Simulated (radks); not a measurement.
The numbers below are computed, except where a source is named.
How relativity changes the ionisation of the nitrogen ion N2+ ([He] 2s2 2p1) to N3+ ([He] 2s2). Spin-unpolarised spherical Kohn-Sham, PBE, point nucleus unless stated (finite: rms radius 2.5582 fm), a radial shooting solver on a logarithmic mesh with Libxc functionals. A level marked "c x" has the speed of light scaled by that factor and shares open shells by 2j + 1; other Dirac levels either fill j = l - 1/2 first or share by 2j + 1.

level                               E(N2+) (hartree)  E(N3+) (hartree)  IE (eV)   HOMO  <r> HOMO (bohr)
non-rel.                                   -52.86079         -51.13047   47.084     2p            1.138
scalar-rel.                                -52.89322         -51.16299   47.082     2p            1.138
scalar-rel., finite nucleus                -52.89322         -51.16299   47.082     2p            1.138
Dirac, 2j+1 shares                         -52.89323         -51.16299   47.082  2p3/2            1.138
Dirac, low j first                         -52.89395         -51.16299   47.102  2p1/2            1.138
Dirac, 2j+1 shares, finite nucleus         -52.89322         -51.16299   47.082  2p3/2            1.138
Dirac, c x 0.75                            -52.91851         -51.18835   47.080  2p3/2            1.138
Dirac, c x 10                              -52.86111         -51.13080   47.084  2p3/2            1.138
Dirac, c x 100                             -52.86079         -51.13047   47.084  2p3/2            1.138

NIST Atomic Spectra Database: 47.445 eV (semi-empirical). The relativistic part of the total energy of N2+ is -0.03243 hartree (Dirac, 2j+1 shares, finite nucleus), 0.061 % of the non-relativistic value. Spin polarisation and multiplet splitting of open shells are left out at every level.

Beside tabulated values, note that spin-unpolarised runs miss the spin-polarisation part of the exchange energy of open shells.
